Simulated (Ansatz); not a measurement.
`[CH3][GeH2][NH][SiH3]`, relaxed with RKS PBE-D4/def2-SVP in Ansatz from a rough embedded geometry. The force threshold is 0.03 eV/Å; the program also tests the step.

The species carries charge 0 and has multiplicity 1.

Start:

```xyz
13

C    -1.771   -0.128    0.721
Ge   -0.362   -1.093   -0.190
N     0.552    0.084   -1.305
Si    1.553    1.212   -0.165
H    -2.483    0.322   -0.058
H    -2.425   -0.904    1.311
H    -1.406    0.624    1.409
H     0.582   -1.684    0.896
H    -0.940   -2.252   -1.027
H     1.256   -0.482   -1.822
H     2.388    2.024   -1.036
H     0.671    1.977    0.653
H     2.384    0.299    0.613
```

How much energy does the relaxation release, and in how many steps? (An estimate is asked.)

Ansatz gave: 57.65 kJ/mol, in 11 steps.

Which bonds change most? (Best estimate.)

Ansatz gave: N3–Si4 from 1.891 to 1.746 Å; Si4–H12 from 1.426 to 1.506 Å; C1–H6 from 1.173 to 1.108 Å; Si4–H13 from 1.459 to 1.514 Å.

Give the relaxed structure. (Estimate.)

Computed: 
```xyz
13

C    -1.862   -0.147    0.686
Ge   -0.435   -1.242   -0.091
N     0.796   -0.120   -0.930
Si    1.673    1.213   -0.220
H    -2.335    0.470   -0.102
H    -2.630   -0.797    1.148
H    -1.454    0.525    1.467
H     0.237   -2.110    1.020
H    -0.967   -2.178   -1.212
H     1.213   -0.534   -1.770
H     2.029    2.220   -1.285
H     0.775    1.858    0.802
H     2.960    0.842    0.486
```
